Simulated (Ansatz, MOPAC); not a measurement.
The molecule GeCl+, closed-shell singlet (lowest of 2S+1 = 1, 3, 5 at CCSD(T)/def2-TZVPP on PBE0 minima; our sources give no spin for the ground state, which may be another). No spin–orbit coupling. Ge is treated without relativity.

Seven points along R, fitted to fifth degree in 1/R; most abundant isotopes. Runs in def2 and cc sets follow the lowest solution found near the PBE0 minimum. The singlet is held restricted. HF and MP2 rows in def2 and cc sets belong to the determinant that coupled cluster picked by its CCSD energy.

Correlated levels freeze the inner cores; with def2 sets outer-core shells near the valence are correlated too. CBS(a, b) extrapolates the correlation energy as X⁻³ and adds the Hartree–Fock energy of set b. The state reached by PM3 isn't checked.

Programs: Ansatz (a program for electronic structure); MOPAC for PM3 (differences of heats of formation). Each number belongs to the level named beside it.

| level | r_e (Å) | ω_e (cm⁻¹) | ω_e x_e (cm⁻¹) |
|---|---|---|---|
| PM3 | 2.006 | 410 | 3.4 |
| CAM-B3LYP/def2-TZVPP | 2.057 | 515 | 1.3 |
| wB97M-V/def2-TZVPP | 2.056 | 520 | 1.3 |
| MP2/CBS(def2-TZVPP, def2-QZVPP) | 2.038 | … | 1.3 |
| SCS-MP2/def2-TZVPP | 2.058 | 521 | 1.3 |
| CCSD(T)/def2-TZVPP | 2.062 | 514 | 1.4 |
| CCSD(T)/def2-QZVPP | 2.053 | 516 | 1.4 |
| CCSD(T)/CBS(def2-TZVPP, def2-QZVPP) | … | … | 1.4 |

Task: What belongs in the gaps?

Result: 
- CCSD(T)/CBS(def2-TZVPP, def2-QZVPP), r_e (Å): 2.047
- CCSD(T)/CBS(def2-TZVPP, def2-QZVPP), ω_e (cm⁻¹): 519
- MP2/CBS(def2-TZVPP, def2-QZVPP), ω_e (cm⁻¹): 528
